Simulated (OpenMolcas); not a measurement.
**Lines of Cl III: computed and rescaled rates**

| Item | Value |
| --- | --- |
| Program | OpenMolcas 26.06 |
| Method | SS-CASPT2, IPEA 0.25 Eh, imaginary shift 0.1 Eh (closed shells correlated: 2s 2p) |
| Basis | ANO-RCC-VTZP [5s4p2d1f] |
| Scalar Hamiltonian | DKH2, point nucleus |
| Active space | 5 electrons in 8 orbitals (3s 3p 4s 4p) |
| State averaging | 2S+1 = 4 odd, 1 root; 2S+1 = 2 odd, 9 roots; 2S+1 = 4 even, 3 roots; 2S+1 = 2 even, 9 roots |
| Spin-orbit coupling | state interaction with AMFI integrals over the reference wave functions, term energies averaged over their components |

Rates come from the transition moments of the reference wave functions (E1 and E2 in the length form). At fixed line strength A goes as λ^-3 for E1 and M1 and as λ^-5 for E2, so a rate at the computed wavelength can be rescaled to the measured one. Measured vacuum wavelengths follow from level energies in Moore, Atomic Energy Levels, vol. I, NSRDS-NBS 35 (1971 reprint of NBS Circular 467, 1949). Branching counts decays inside the model space alone, at computed energies, and the table is only a selection of the E2 and M1 lines, drawn from those between levels with measured partners whose computed energy lies within a factor of 1.5 of the measured one.

```csv
Upper,Lower,Type,λ computed (nm),λ measured (nm),A computed (s-1),A rescaled (s-1),Branching %
3s2 3p3 2P* 1/2,3s2 3p3 2D* 5/2,E2,862.3,855.3,1.07e-01,1.11e-01,15.5
3s2 3p3 2P* 3/2,3s2 3p3 2D* 5/2,E2,857.7,848.4,1.91e-01,2.02e-01,14.5
3s2 3p3 2P* 3/2,3s2 3p3 2D* 5/2,M1,857.7,848.4,1.22e-01,,9.2
3s2 3p3 2P* 1/2,3s2 3p3 2D* 3/2,E2,857.4,850.4,1.65e-01,1.72e-01,23.9
3s2 3p3 2P* 1/2,3s2 3p3 2D* 3/2,M1,857.4,850.4,1.35e-01,,19.6
3s2 3p3 2P* 3/2,3s2 3p3 2D* 3/2,M1,852.9,843.6,2.20e-01,,16.7
3s2 3p3 2P* 3/2,3s2 3p3 2D* 3/2,E2,852.9,843.6,8.22e-02,8.68e-02,6.2
3s2 3p3 2D* 3/2,3s2 3p3 4S* 3/2,M1,520.8,553.9,3.52e-03,,86.9
3s2 3p3 2D* 3/2,3s2 3p3 4S* 3/2,E2,520.8,553.9,5.30e-04,,13.1
3s2 3p3 2D* 5/2,3s2 3p3 4S* 3/2,E2,519,551.9,8.41e-04,,91.8
3s2 3p3 2D* 5/2,3s2 3p3 4S* 3/2,M1,519,551.9,7.22e-05,,7.9
3s2 3p3 2P* 1/2,3s2 3p3 4S* 3/2,M1,324,335.4,2.84e-01,,41.1
3s2 3p3 2P* 3/2,3s2 3p3 4S* 3/2,M1,323.3,334.4,7.02e-01,,53.3
```

Spin-changing lines and M1 lines between different terms are not rescaled, since their strength hangs on the term gaps too.

The largest correction is for 3s2 3p3 2P* 3/2 → 3s2 3p3 2D* 3/2 (E2): 8.22e-02 × (852.9 / 843.6)^5 = 8.68e-02 s-1, a factor of 1.06.

No measured rate stands beside these. Rescaling mends the energy factor alone: line strengths can still be far off where a level mixes with configurations outside the active space, and weak or spin-changing lines hang on small mixing coefficients that depend on the term gaps too, so rescaling need not improve them.

CASPT2 breaks the degeneracy within a term, and the mean is taken; among the terms shown or strongly mixed into the levels shown the widest spread is 89 cm-1 (3s2 3p3 2D*). Over all roots computed the reference weight is 0.85 to 0.96; the roots of lowest weight are the least certain, and an intruder state may touch them. The run also gave levels led by 3s2 3p2 4p, which use shells meant for correlation; these and all levels above them are left out. Computed and measured levels are paired by configuration, term and J; levels that our copy of the source lacks, or whose pairing is in doubt (as where it misses far off the trend of its configuration), stay unpaired. Only configurations of the active space appear.

* marks odd parity.
